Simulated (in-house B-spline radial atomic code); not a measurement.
Orbital energies and mean radii along the 28-electron series, configuration [Ar] 3d10. The effective charge is n√(-2ε), a non-relativistic measure. Computed with a radial B-spline atomic code at the basis-set limit: Dirac-Hartree-Fock, average of the configuration, finite nuclei.

```tsv
ion	Z	energy of 3s1/2 (Eh)	mean radius of 3s1/2 (bohr)	energy of 2s1/2 (Eh)	mean radius of 2s1/2 (bohr)	effective charge of 3s1/2
Sr10+	38	-20.345	0.48679	-89.767	0.17166	19.137
Zr12+	40	-25.069	0.45276	-103.57	0.16181	21.242
Nb13+	41	-27.617	0.43735	-110.91	0.15726	22.296
Mo14+	42	-30.289	0.42288	-118.54	0.15293	23.349
Tc15+	43	-33.085	0.40927	-126.46	0.14881	24.404
Ru16+	44	-36.007	0.39645	-134.68	0.14489	25.458
Rh17+	45	-39.053	0.38436	-143.19	0.14114	26.513
Pd18+	46	-42.226	0.37293	-152.01	0.13757	27.569
Ag19+	47	-45.524	0.36211	-161.12	0.13414	28.626
Cd20+	48	-48.95	0.35186	-170.54	0.13087	29.683
In21+	49	-52.504	0.34213	-180.27	0.12773	30.742
Sn22+	50	-56.186	0.33288	-190.3	0.12472	31.802
Sb23+	51	-59.998	0.32408	-200.65	0.12182	32.863
Te24+	52	-63.939	0.31569	-211.32	0.11904	33.925
I25+	53	-68.012	0.30769	-222.3	0.11637	34.989
Xe26+	54	-72.217	0.30004	-233.61	0.1138	36.054
Cs27+	55	-76.556	0.29273	-245.24	0.11131	37.121
Ba28+	56	-81.028	0.28574	-257.2	0.10892	38.19
La29+	57	-85.636	0.27903	-269.49	0.10661	39.261
Ce30+	58	-90.381	0.2726	-282.12	0.10439	40.334
Pr31+	59	-95.263	0.26643	-295.09	0.10223	41.409
```

Problem. How does the screening of 3s1/2 change?

Solution. Z less the effective charge goes from 18.86 at Z = 38 to 17.59 at Z = 59.
